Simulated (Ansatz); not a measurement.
`[O]=[Ta]([OH])([OH])[F]` + HCl → `[O]=[Ta]([OH])([F])[Cl]` + H₂O at 700 K and 1 bar (ligand exchange at a Ta–O bond).

Program: Ansatz. Geometries: PBE0-D4/def2-TZVP. ΔE: electronic, gas phase. CCSD(T)/CBS adds triple-zeta CCSD(T) − MP2 to the extrapolated MP2 energy (def2 sets, frozen cores). This one scheme is used for every species. Elements past krypton have def2 core potentials. For Ta outer-core shells are correlated without core-valence functions, which leaves a few kJ/mol of doubt a bond. Each species was taken in one conformer, which may not be the lowest.

```
                  species  CCSD(T)/CBS energy (Eh)  H − E (kJ/mol)  S (J/(mol·K))
`[O]=[Ta]([OH])([OH])[F]`               -383.65757           153.2          453.5
                      HCl               -460.38127            38.4          211.8
`[O]=[Ta]([OH])([F])[Cl]`               -767.66252           116.1          452.0
                      H₂O                -76.37941            80.5          218.4
```

H − E and S are ideal-gas, rigid-rotor, harmonic terms from PBE0-D4/def2-TZVP, for one conformer and one mirror image of each species. 1 Eh = 2625.50 kJ/mol, R = 8.31446 J/(mol·K).

Question: By hand: ΔE, ΔH, ΔS and ΔG.

Answer: ΔE = (-767.66252) + (-76.37941) − (-383.65757) − (-460.38127) = -0.00309 Eh = -8.1 kJ/mol. Δ(H − E) = 116.1 + 80.5 − 153.2 − 38.4 = 5.0, so ΔH = -3.1 kJ/mol. ΔS = 452.0 + 218.4 − 453.5 − 211.8 = 5.1 J/(mol·K). ΔG = -3.1 − 700 × (5.1)/1000 = -6.7 kJ/mol.

Question: By hand: the equilibrium constant, and the temperature at which ΔG would vanish if ΔH and ΔS stayed fixed.

Answer: log₁₀ K = −ΔG/(RT ln 10) = 0.5. ΔH and −TΔS have one sign here, so there is no such temperature.

TΔS isn't small against ΔH here. A doubt of 5 kJ/mol in ΔE shifts log₁₀ K by 0.4 here. Other conformers and mirror images would add mixing entropy, several J/(mol·K) or more a flexible species. These are equilibria of isolated gas molecules and say nothing of rates. Largest T1 diagnostic: 0.020 (customary marks: 0.02 for closed shells, 0.045 for open ones).

ΔS is within the doubt of such terms, so its sign, and with it that verdict, could turn.
